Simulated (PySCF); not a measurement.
Start geometry of `[O]=[Mo](=[O])([OH])[OH]` (MoO2(OH)2) from GFN2-xTB (Å):
```
atom  x, y, z in Å
Mo1    0.3709    0.0021    0.2536
O2     0.1865    0.3633    1.8469
O3     1.8191    0.1396   -0.2652
O4    -0.5046    1.3156   -0.6366
H5    -0.9864    2.0867   -1.0450
O6    -0.3229   -1.5236   -0.0873
H7    -0.4707   -2.4856   -0.1350
```

What comes out of this run: PBE0-D3(BJ)/def2-SVP geometry optimisation, gas phase, def2 core potentials past Kr (PySCF 2.14.0)?

```
atom  x, y, z in Å
Mo1    0.260    0.079    0.252
O2    -0.092    0.696    1.767
O3     1.920   -0.047    0.089
O4    -0.388    1.219   -1.076
H5    -0.999    1.955   -0.946
O6    -0.521   -1.607    0.094
H7    -0.088   -2.397   -0.250
```

The energy falls by 35.1 kcal/mol over 27 energy and gradient evaluations, the largest force component goes from 0.2120 to 4.4e-04 Eh/bohr, and the atoms move by 0.291 Å rms after alignment. The bond that changes most is Mo1–O6 (ends: molybdenum bonded to 4 O; oxygen bonded to Mo and H), which lengthens by 0.155 Å. Bonds longer at the end by more than 0.005 Å: 4 of 6; shorter: 2. Among the angles that change most is Mo1–O4–H5, from 174.6° to 126.2°. Rotational constants go from 4334, 3758, 3626 to 3900, 3497, 3289 MHz. The orientation of the end geometry is arbitrary; only internal coordinates are fixed.

The run used 97 basis functions and 226 SCF cycles in all. Hardware: Arm Neoverse V1, one thread, no GPU (shared host). Cost: 2.1 min of wall time, 0.38 GiB resident at most.

No frequency check.
